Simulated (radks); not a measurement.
Values are calculated unless marked as measured or tabulated.
Ionisation of Ir15+, [Kr] 4d10 4f14 5s2, to Ir16+, [Kr] 4d10 4f13 5s2, under several functionals. Dirac Kohn-Sham, spin-unpolarised, spherical densities, point nucleus; open shells are shared between the two j in proportion to 2j + 1; a radial shooting solver on a logarithmic mesh with Libxc functionals.

| functional | E(Ir15+) (hartree) | Exc (hartree) | IE (eV) | -e(HOMO) (eV) | <r> HOMO (bohr) | IE error (eV) |
|---|---|---|---|---|---|---|
| LDA (Slater exchange, Perdew-Zunger correlation) | -17771.8846 | -327.8143 | 375.70 | 354.97 | 0.5111 | +19.7 |
| HCTH/407 | -17792.1436 | -348.5285 | 378.34 | 357.50 | 0.5084 | +22.3 |
| OLYP | -17788.4701 | -344.7166 | 376.71 | 355.91 | 0.5093 | +20.7 |
| revPBE | -17782.6686 | -338.7150 | 375.13 | 354.39 | 0.5108 | +19.1 |
| exchange-only LDA | -17764.8234 | -320.7010 | 373.21 | 352.50 | 0.5116 | +17.2 |
| PBEsol | -17777.1282 | -333.1149 | 375.27 | 354.54 | 0.5109 | +19.3 |
| AM05 | -17772.4734 | -328.4200 | 375.41 | 354.67 | 0.5109 | +19.4 |

NIST Atomic Spectra Database: 356 eV (theoretical). Closest: exchange-only LDA. The Delta-SCF values span 5.13 eV, the total energies 27.32 hartree. The highest occupied level is 4f7/2. Spin polarisation and multiplet splitting are left out, so open shells lie too high by an amount that depends on their filling. Sharing an open shell by 2j + 1 raises it above the true ground level by a part of the spin-orbit splitting, which enters the differences from NIST.

Beside tabulated values, note that spin-unpolarised runs miss the spin-polarisation part of the exchange energy of open shells.
